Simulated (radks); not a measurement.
All-electron atom: Ir V in [Xe] 4f14 5d(up 4, down 1) (spins set by hand, not the high-spin state). All-electron calculation, scalar-relativistic Kohn-Sham, PBE, spin-polarised, spherical densities, finite nucleus; Fermi nuclear charge, rms radius 5.4032 fm. Program: a radial shooting solver on a logarithmic mesh with Libxc functionals.

Radial electron density D(r) = 4 pi r^2 rho(r):

r (bohr),D(r) (e/bohr),spin D(r)
0.000863,7.374,-0.0000708
0.0009966,9.169,-0.0000879
0.001151,11.36,-0.000109
0.001329,14.03,-0.000134
0.001523,17.05,-0.000162
0.001759,20.86,-0.000197
0.002031,25.38,-0.000238
0.002327,30.35,-0.000284
0.002688,36.42,-0.000338
0.003104,43.31,-0.000399
0.003585,51.00,-0.000466
0.004107,58.89,-0.000533
0.004743,67.71,-0.000607
0.005477,76.69,-0.000682
0.006275,84.93,-0.000750
0.007247,92.88,-0.000818
0.00837,99.43,-0.000881
0.009666,104.0,-0.000940
0.01107,106.1,-0.000997
0.01279,105.7,-0.00106
0.01477,103.2,-0.00114
0.01692,99.51,-0.00120
0.01954,95.79,-0.00116
0.02257,94.12,-0.000812
0.02607,96.31,0.000297
0.02986,102.9,0.00280
0.03449,114.1,0.00830
0.03983,127.3,0.0187
0.04563,138.0,0.0354
0.0527,143.3,0.0627
0.06086,140.2,0.101
0.07029,129.9,0.150
0.08053,118.3,0.199
0.093,111.2,0.241
0.1074,113.6,0.256
0.1231,122.9,0.230
0.1421,131.6,0.156
0.1641,129.3,0.0576
0.1895,112.8,-0.0162
0.2172,91.02,-0.00837
0.2508,73.92,0.112
0.2896,70.98,0.312
0.3318,77.88,0.474
0.3832,84.04,0.500
0.4426,79.70,0.333
0.5111,64.87,0.0799
0.5856,47.79,-0.0452
0.6763,33.31,0.136
0.781,24.85,0.695
0.8948,20.67,1.44
1.033,17.41,2.18
1.193,13.77,2.59
1.378,9.803,2.53
1.579,6.398,2.11
1.824,3.645,1.47
2.106,1.848,0.861
2.413,0.8656,0.440
2.787,0.3344,0.179
3.218,0.1067,0.0581
3.717,0.02669,0.0144
4.258,0.005504,0.00289
4.918,0.0007409,0.000371

D(r) has 4 maxima, at r = 0.0117, 0.0540, 0.149, 0.393 bohr, and minima at 0.0226, 0.0968, 0.276 bohr, inside which lie 1.89, 11.07, 29.88 electrons.
